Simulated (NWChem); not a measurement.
# CrHSO₂Cl; SMILES [O]=[Cr](=[O])([SH])[Cl]

```xyz
6

Cr     0.3523     0.0026     0.0022
O      1.2143    -0.0344    -1.2617
O      1.2180     0.0071     1.2607
Cl    -0.9074     1.7121    -0.0379
S     -0.7857    -1.8465     0.1042
H     -0.9732    -1.8927    -1.2371
```
Atoms are numbered in this order, from 1.

Level: PBE0/def2-SVP (NWChem), optimised geometry, unscaled harmonic frequencies. 

Problem. List the harmonic frequencies with IR intensities, and the thermochemistry.

Solution. 
| frequency (cm⁻¹) | IR intensity (km/mol) |
|---|---|
| 142 | 0.4 |
| 205 | 1.9 |
| 219 | 2.9 |
| 270 | 0.6 |
| 338 | 20.8 |
| 360 | 3.2 |
| 480 | 6.4 |
| 494 | 95.3 |
| 664 | 18.1 |
| 1167 | 102.9 |
| 1175 | 130.8 |
| 2700 | 10.0 |

| Quantity | Result |
|---|---|
| zero-point energy | 11.7 kcal/mol |
| thermal correction to the enthalpy at 298.15 K (with zero-point energy) | 16.3 kcal/mol |
| heat capacity Cv | 20.3 cal/(mol K) |
| entropy at 298.15 K and 1 atm (symmetry number 1) | 81.4 cal/(mol K) |
| dipole moment | 2.15 D |

Rigid rotor and harmonic oscillator.
